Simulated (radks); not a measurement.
Q: Successive ionisation energies (eV) of one element, from differences of total energies of ions in their ground configurations, starting at charge 0: 9.120, 20.819, 34.357, 49.340, 65.539, 82.804, 101.03, 120.14, 140.07, 160.77, 240.68, 264.75, 289.28, 314.22, 339.53, 365.14, 432.39, 459.82, 813.22, 875.98, 940.35, 1006.3. Calculated with a radial shooting solver on a logarithmic mesh with Libxc functionals: Dirac Kohn-Sham, PBE, spin-unpolarised, spherical densities, point nucleus; open shells are shared between the two j in proportion to 2j + 1. Which element is it?

A: Palladium (Z = 46). The first species listed is Pd in [Kr] 4d10, the last Pd21+ in [Ar] 3d7.
